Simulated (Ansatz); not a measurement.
`N[Si](F)([SiH3])Cl` + H–F → `F[Si](F)([SiH3])Cl` + NH₃ at 400 K and 1 bar (ligand exchange at the Si–N bond).

Program: Ansatz. Geometries: PBE0-D4/def2-TZVP. ΔE: electronic, gas phase. CBS: MP2 limit from def2 TZ/QZ plus the TZ coupled-cluster correction, frozen cores. This one scheme is used for every species. One conformer a species, not always the lowest.

```csv
species,CCSD(T)/CBS energy (Eh),H − E (kJ/mol),S (J/(mol·K))
`N[Si](F)([SiH3])Cl`,-1195.59251,186.2,420.5
H–F,-100.39570,36.5,182.2
`F[Si](F)([SiH3])Cl`,-1239.50998,120.9,396.8
NH₃,-56.50880,104.2,203.1
```

H − E and S are ideal-gas, rigid-rotor, harmonic terms from PBE0-D4/def2-TZVP, for one conformer and one mirror image of each species. 1 Eh = 2625.50 kJ/mol, R = 8.31446 J/(mol·K).

Q: By hand: ΔE, ΔH, ΔS and ΔG.

A: ΔE = (-1239.50998) + (-56.50880) − (-1195.59251) − (-100.39570) = -0.03057 Eh = -80.3 kJ/mol. Δ(H − E) = 120.9 + 104.2 − 186.2 − 36.5 = 2.4, so ΔH = -77.9 kJ/mol. ΔS = 396.8 + 203.1 − 420.5 − 182.2 = -2.8 J/(mol·K). ΔG = -77.9 − 400 × (-2.8)/1000 = -76.8 kJ/mol.

Q: By hand: the equilibrium constant, and the temperature at which ΔG would vanish if ΔH and ΔS stayed fixed.

A: log₁₀ K = −ΔG/(RT ln 10) = 10.0. ΔG = 0 at ΔH/ΔS = 27821 K, far beyond where these terms or the molecules hold.

The number of gas molecules stays the same, so ΔS is small and ΔH decides. A doubt of 5 kJ/mol in ΔE shifts log₁₀ K by 0.7 here. Other conformers and mirror images would add mixing entropy, several J/(mol·K) or more a flexible species. These are equilibria of isolated gas molecules and say nothing of rates. Largest T1 diagnostic: 0.012 (customary marks: 0.02 for closed shells, 0.045 for open ones).
